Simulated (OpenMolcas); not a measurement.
Multiconfigurational calculation on Tc2+

Tc2+ among 6 point charges of -1.36 e arranged as an octahedron (Oh), 2.19 Å from the ion. With inversion symmetry the input lists one of each pair of outer charges.

Input:

```
&GATEWAY
Coord
1

Tc 0.0 0.0 0.0
Basis=ANO-RCC-VDZP
Group=XYZ
NoMove
AngMom=0.0 0.0 0.0
AMFI
XField
3 Angstrom 0
2.190000 0.000000 0.000000 -1.360000
0.000000 2.190000 0.000000 -1.360000
0.000000 0.000000 2.190000 -1.360000
&SEWARD
&RASSCF
FileOrb=start.orb
Symmetry=1
Spin=6
nActEl=5 0 0
Inactive=9 9
Ras2=5 0
CIRoot=1 1 1
SDav=1
CIMx=300
Iter=120 100
PrWF=0.3
OrbListing=Nothing
MaxOrb=0
>>> COPY $Project.JobIph JOB001
&RASSCF
FileOrb=start.orb
Symmetry=1
Spin=4
nActEl=5 0 0
Inactive=9 9
Ras2=5 0
CIRoot=24 24 1
SDav=24
CIMx=300
Iter=120 100
PrWF=0.3
OrbListing=Nothing
MaxOrb=0
>>> COPY $Project.JobIph JOB002
&RASSCF
FileOrb=start.orb
Symmetry=1
Spin=2
nActEl=5 0 0
Inactive=9 9
Ras2=5 0
CIRoot=75 75 1
SDav=75
CIMx=300
Iter=120 100
PrWF=0.3
OrbListing=Nothing
MaxOrb=0
>>> COPY $Project.JobIph JOB003
&RASSI
NrOfJobIphs=3 1 24 75
1
1 2 3 4 5 6 7 8 9 10 11 12 13 14 15 16 17 18 19 20 21 22 23 24
1 2 3 4 5 6 7 8 9 10 11 12 13 14 15 16 17 18 19 20 21 22 23 24 25 26 27
28 29 30 31 32 33 34 35 36 37 38 39 40 41 42 43 44 45 46 47 48 49 50 51
52 53 54 55 56 57 58 59 60 61 62 63 64 65 66 67 68 69 70 71 72 73 74 75
IphNames
JOB001
JOB002
JOB003
EJob
SpinOrbit
DIPRint=1.0
SOCoupling=1000.0
Subsets=2
Property=9
'ANGMOM' 1 'ANGMOM' 2 'ANGMOM' 3 'MLTPL  1' 1 'MLTPL  1' 2 'MLTPL  1' 3
'AMFI' 1 'AMFI' 2 'AMFI' 3
SOProperty=3
'ANGMOM' 1 'ANGMOM' 2 'ANGMOM' 3
```

Launched by
```bash
OMP_NUM_THREADS=1 MOLCAS_MEM=1689 MOLCAS_PROJECT=a pymolcas a.inp > a.log  # once for each step of the input, in one work folder
```

A driver script runs the steps one by one and writes start.orb anew before each from the orbitals found so far.

Output, cut to the results:

```
--- SEWARD ---
Basis set label: TC.ANO-RCC...6S5P3D1F.

      Electronic valence basis set:
      ------------------
      Associated Effective Charge  43.000000 au
      Associated Actual Charge     43.000000 au
      Nuclear Model: Point charge

      Shell  nPrim  nBasis  Cartesian Spherical Contaminant
         s      21       6        X
         p      18       5        X
         d      13       3                 X
         f       6       1                 X
                  Relativistic Douglas-Kroll-Hess integrals:
                    - DKH order of Hamiltonian: 2
                    - DKH order of Properties : 0
                  Atomic mean-field integrals
--- RASSCF ---
Wave function specifications:
      -----------------------------

      Number of closed shell electrons          36
      Number of electrons in active shells       5
      Max number of holes in RAS1 space          0
      Max nr of electrons in RAS3 space          0
      Number of inactive orbitals               18
      Number of active orbitals                  5
      Number of secondary orbitals              20
      Spin quantum number                      2.5
      State symmetry                             1
Orbital specifications:
      -----------------------

      Symmetry species                           1   2
                                                ag  au
      Frozen orbitals                            0   0
      Inactive orbitals                          9   9
      Active orbitals                            5   0
      RAS1 orbitals                              0   0
      RAS2 orbitals                              5   0
      RAS3 orbitals                              0   0
      Secondary orbitals                         7  13
      Deleted orbitals                           0   0
      Number of basis functions                 21  22
      Number of CSFs                             1
      Number of root(s) required                 1
      Iter CI   SX   CI       RASSCF       Energy    max ROT     max BLB   max BLB  Level Ln srch  Step   QN
          iter iter root      energy       change     param      element    value   shift minimum  type update
 Nr of preliminary CI iterations:   1
      Total energies have been shifted. Add                -4000.00 au
        1   1    5    1  -285.67395464    0.00E+00   9.11E-02   14  21 1  1.20E-01*  0.37   0.00    SX    NO
        2   1    5    1  -285.70555097   -3.16E-02*  1.03E-02    8  14 2  5.02E-02*  0.43   0.00    SX    NO
        3   1    5    1  -285.70776316   -2.21E-03*  8.15E-03   12  19 1  1.06E-02*  0.42   0.00    SX    NO
        4   1    5    1  -285.70799090   -2.28E-04*  2.21E-03    8  14 2  2.87E-03*  0.42   0.00    SX    NO
        5   1    4    1  -285.70802162   -3.07E-05*  1.20E-03   14  21 1  1.36E-03*  0.42   1.55    LS   YES
        6   1    5    1  -285.70802602   -4.40E-06*  5.64E-04    8  14 2 -1.20E-03*  0.42   1.00    QN   YES
        7   1    4    1  -285.70802737   -1.35E-06*  8.28E-05   13  20 1 -1.07E-04*  0.42   0.95    QN   YES
        8   1    3    1  -285.70802742   -5.11E-08*  3.93E-05    8  14 2 -3.28E-05   0.42   1.41    QN   YES
        9   1    3    1  -285.70802743   -5.54E-09  -6.61E-07    9  12 2  3.43E-06   0.42   1.01    QN   YES
      Convergence after  9 iterations
       10   1    3    1  -285.70802743   -1.73E-11  -6.61E-07    9  12 2  7.35E-07   0.42   1.01    QN   YES
      Natural orbitals and occupation numbers for root  1
      sym 1:   1.000000   1.000000   1.000000   1.000000   1.000000
::    RASSCF root number  1 Total energy:  -4285.70802743
--- RASSCF ---
Wave function specifications:
      -----------------------------

      Number of closed shell electrons          36
      Number of electrons in active shells       5
      Max number of holes in RAS1 space          0
      Max nr of electrons in RAS3 space          0
      Number of inactive orbitals               18
      Number of active orbitals                  5
      Number of secondary orbitals              20
      Spin quantum number                      1.5
      State symmetry                             1
Orbital specifications:
      -----------------------

      Symmetry species                           1   2
                                                ag  au
      Frozen orbitals                            0   0
      Inactive orbitals                          9   9
      Active orbitals                            5   0
...
--- RASSI ---
SPIN-FREE ENERGIES:
  (Shifted by EMIN (a.u.) =      -4285.7080274266)

 SF State       Relative EMIN(au)   Rel lowest level(eV)    D:o, cm**(-1)      L_eff

     1             0.0000000000        0.0000000000              0.0000         0.0
     2             0.0861690726        2.3447799174          18911.9254         3.2
     3             0.0861690726        2.3447799174          18911.9254         3.2
     4             0.0861690726        2.3447799174          18911.9254         3.2
     5             0.1014027774        2.7593101427          22255.3372         3.8
     6             0.1014027774        2.7593101427          22255.3372         3.8
     7             0.1014027774        2.7593101427          22255.3372         3.8
     8             0.1087734683        2.9598768602          23873.0169         4.0
     9             0.1087734683        2.9598768602          23873.0169         4.0
    10             0.1094991773        2.9796244069          24032.2916         4.0
    26             0.1173284937        3.1926709586          25750.6279         4.8
    27             0.1173284937        3.1926709586          25750.6279         4.8
    28             0.1173284937        3.1926709586          25750.6279         4.8
    11             0.1252783704        3.4089981251          27495.4242         2.3
    12             0.1252783704        3.4089981251          27495.4242         2.3
    13             0.1252783704        3.4089981251          27495.4242         2.3
    29             0.1350255169        3.6742314948          29634.6756         5.2
    14             0.1355271812        3.6878824739          29744.7781         2.0
    15             0.1355271812        3.6878824739          29744.7781         2.0
    30             0.1376990015        3.7469807167          30221.4376         5.6
    31             0.1376990015        3.7469807167          30221.4376         5.6
...
```

Spin-orbit levels above the lowest (labels of O, the rotations of Oh):

```
E (cm-1)  Degeneracy  Label      2S+1               g
     0.0           2     Γ7         6  3.33 3.33 3.33
     0.1           4     Γ8         6                
   18574           2     Γ7         4  2.35 2.35 2.35
   18785           4     Γ8         4                
   18930           4     Γ8         4                
   19096           2     Γ6         4  2.86 2.86 2.86
   21825           2     Γ7         4  1.85 1.85 1.85
   22057           4     Γ8         4                
   22435           2     Γ6         4  3.90 3.90 3.90
   22468           4     Γ8         4                
   23814           2     Γ7         4  2.19 2.19 2.19
   23826           4     Γ8         4                
   23916           2     Γ6         4  1.45 1.45 1.45
   24023           4     Γ8         4                
   25169           2     Γ7         2  2.66 2.66 2.66
   26252           4     Γ8         2                
   26971           4     Γ8         4                
   27095           2     Γ6         4  2.09 2.09 2.09
   27790           4     Γ8         4                
   27969           2     Γ7  4 (89 %)  3.65 3.65 3.65
```

Without dynamic correlation the repulsion within the d shell is too large (B by tens of per cent), so at a given field states of lower spin stand too high. Point charges give a weaker field than real ligands, and real ions of this kind are as a rule low spin; the high spin found here belongs to the model. This is an electrostatic model: the charges have no orbitals. No measured value stands beside these numbers.

The RASSCF and RASSI steps took 21 s on 1 thread of Arm Neoverse V2, with other jobs on the host; the integral step is not counted.
